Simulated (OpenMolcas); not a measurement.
Ag3+: moving or changing the point charges

Ag3+ among 6 point charges of -1.5 e arranged as an octahedron (Oh), 1.9 Å from the ion.
```
   1.9000    0.0000    0.0000  -1.50
   0.0000    1.9000    0.0000  -1.50
  -1.9000    0.0000    0.0000  -1.50
   0.0000   -1.9000    0.0000  -1.50
   0.0000    0.0000    1.9000  -1.50
   0.0000    0.0000   -1.9000  -1.50
```

* Program: OpenMolcas
* Method: CASSCF
* Basis: ANO-RCC-VDZP [6s5p3d1f]
* Scalar Hamiltonian: DKH2, point nucleus
* Active space: 8 electrons in 5 orbitals (4d)
* State averaging: 2S+1 = 3 even, 10 roots; 2S+1 = 1 even, 15 roots
* Spin-orbit coupling: RASSI with atomic mean-field integrals over the reference wave functions

Runs around this geometry, states (labels of O, the rotations of Oh). Energies in cm-1 above the lowest state or level, χT in cm3 K/mol; 10Dq and B are least-squares fits to the states below 45000 cm-1, weighted by degeneracy, with a free offset, and given where the rms deviation is under 5 % of |10Dq| (or 100 cm-1) and under 700 cm-1.

```tsv
R (Å)	q (e)	Ground state	First state of that spin	10Dq	B (rms of fit)	First gap with spin-orbit (degeneracies)	χT at 300 K	First state of another spin
1.9	-0.75	3A2	3T2 3344	3250	1020 (44)	2623 (3, 2)	2.576	1E 15101
1.76	-1.5	3A2	3T2 9279	8975	1025 (124)	8182 (3, 2)	1.852	1E 16128
1.9	-1.5	3A2	3T2 6652	6436	1021 (94)	5689 (3, 2)	2.096	1E 15827
2.06	-1.5	3A2	3T2 4642	4495	1021 (67)	3802 (3, 2)	2.361	1E 15467
```

Taking |10Dq| as R^-n, n = -ln(4495 / 8975) / ln(2.06 / 1.76) = 4.4 between the shortest and longest distance. The point-charge formula for a cubic d site gives n = 5.

Scaling the charges by -0.75 / -1.5 = 0.50 scales |10Dq| by 3250 / 6436 = 0.50; with fixed orbitals a first-order splitting would follow the charge.

Without dynamic correlation the repulsion within the d shell is too large (B by tens of per cent), so at a given field states of lower spin stand too high. Real 4d8 and 5d8 ions are as a rule square planar and diamagnetic. This field is weak: 10Dq is about 3250 cm-1, while octahedral complexes of 4d ions of charge 3 and more, computed by the same method with explicit ligands, had a median near 25000 cm-1. Ground spin and moment need not be those of a real site (figures for R = 1.9, q = -0.75; the like holds for R = 1.76, q = -1.5, R = 1.9, q = -1.5, R = 2.06, q = -1.5). Point charges carry no covalency, so the field is a model and not that of real ligands. No measured value stands beside these numbers.
